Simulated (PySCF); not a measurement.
Excitation energy of Al by level of theory

Al [Ne] 3s2 3p1 (2P) → Al [Ne] 3s1 3p1 3d1 (high-spin determinant), as a difference of total energies. Calculation: PySCF 2.14, in dyall-av2z; the non-relativistic Hamiltonian (point nucleus). Correlated levels: valence: [Ne] frozen; virtual orbitals above 40 to 60 times the deepest correlated orbital energy dropped. The calculations carry no spin-orbit coupling.

```json
{"method": "UHF", "excitation energy (eV)": "8.087"}
{"method": "LDA", "excitation energy (eV)": "8.762"}
{"method": "PBE", "excitation energy (eV)": "8.596"}
{"method": "PBE0", "excitation energy (eV)": "8.675"}
{"method": "r2SCAN", "excitation energy (eV)": "8.502"}
{"method": "wB97M-V", "excitation energy (eV)": "9.233"}
{"method": "B3LYP", "excitation energy (eV)": "8.938"}
{"method": "M06-2X", "excitation energy (eV)": "9.193"}
{"method": "MP2 (valence)", "excitation energy (eV)": "8.822"}
{"method": "SCS-MP2 (valence)", "excitation energy (eV)": "9.028"}
```

Problem. How much does correlation contribute at MP2 (valence)?

Solution. 8.822 − (8.087) = 0.735 eV, measured against UHF.

The upper state lies above the first ionisation limit, but in LS coupling its spin forbids autoionisation to the ground ion.

The promoted electron is Rydberg-like, and one or two diffuse shells describe it only roughly, which tends to raise the upper state.

The determinant of the upper state mixes LS terms, which raises its energy above the lowest term, most at the Hartree-Fock and MP2 levels.
